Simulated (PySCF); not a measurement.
Cyclohexanone, C6H10O.
Atom-mapped SMILES: `[O:1]=[C:2]1[CH2:3][CH2:4][CH2:5][CH2:6][CH2:7]1`

Cartesian coordinates in Å at the GFN2-xTB level; atoms count from 1:
```xyz
17
C6H10O angstrom
O      2.6457    0.4408   -0.1530
C      1.5004    0.2750    0.1816
C      0.5001    1.4018    0.2967
C     -0.7511    1.0957   -0.5307
C     -1.3546   -0.2424   -0.1203
C     -0.3309   -1.3562   -0.3055
C      0.9261   -1.0802    0.5236
H      0.2231    1.5038    1.3491
H      0.9644    2.3331   -0.0315
H     -1.4798    1.8975   -0.3969
H     -0.4807    1.0625   -1.5883
H     -2.2385   -0.4497   -0.7264
H     -1.6681   -0.2000    0.9254
H     -0.7567   -2.3168   -0.0095
H     -0.0554   -1.4237   -1.3601
H      1.6816   -1.8482    0.3505
H      0.6674   -1.0809    1.5855
```

NICS is the negative of the GIAO shielding at a point without a nucleus: at the ring centre (0) and 1 Å above and below it (1); zz is the component along the ring normal. Level: GIAO PBE0/pcSseg-1 (PySCF, non-relativistic, gas phase) on the GFN2-xTB geometry, one conformer.

Ring bond lengths (Å), with Mayer bond orders in brackets: C2–C3 1.511 (0.98), C3–C4 1.531 (1.02), C4–C5 1.524 (1.03), C5–C6 1.524 (1.03), C6–C7 1.531 (1.02), C7–C2 1.511 (0.98).

Q: Give the NICS values of each ring in ppm.

A: 
| ring | type | NICS(0) | NICS(1), two faces | NICS(1)zz, two faces | rms pucker (Å) | centre to ring atoms, mean (Å) |
| --- | --- | --- | --- | --- | --- | --- |
| C2–C3–C4–C5–C6–C7 | 6-membered carbocycle; formal bonds all single | -0.4 | -0.7 / -2.6 | 4.6 / 0.1 | 0.23 | 1.47 |

Q: What can be read from them?

A: 
- C2–C3–C4–C5–C6–C7: mean NICS(1)zz 2.4 ppm, near zero. C3, C4, C5, C6, C7 have four or more neighbours, so the value isn't read as a sign of a π ring current. The two faces differ by 4.5 ppm, so no symmetry operation interchanges them.

Q: What is the mean of the two in-plane components of NICS at the second NICS(1) probe listed for ring C2–C3–C4–C5–C6–C7, 1 Å off the ring?

A: The isotropic value is a third of the trace: (3 × -2.6 − (0.1))/2 = -4.0 ppm.

Q: How shielded are the nuclei of the rings and their hydrogens (means over atoms taken as equivalent)?

A: 
```
   atoms                    environment  σ isotropic (ppm)  principal values of the symmetric part, first atom (ppm)
      C2         ketone carbonyl carbon              -26.7                                      -110.3, -76.9, 107.2
 C3 (×2)  sp3 carbon next to a carbonyl              141.3                                       128.5, 132.6, 162.8
 C4 (×2)                ring CH2 carbon              154.7                                       143.1, 151.7, 169.1
      C5                ring CH2 carbon              157.1                                       151.8, 156.6, 162.9
 H8 (×4)             methylene hydrogen              29.44                                          26.8, 27.9, 33.6
H10 (×4)             methylene hydrogen              29.85                                          24.6, 27.8, 36.3
H12 (×2)             methylene hydrogen              30.04                                          25.5, 27.8, 36.3
```
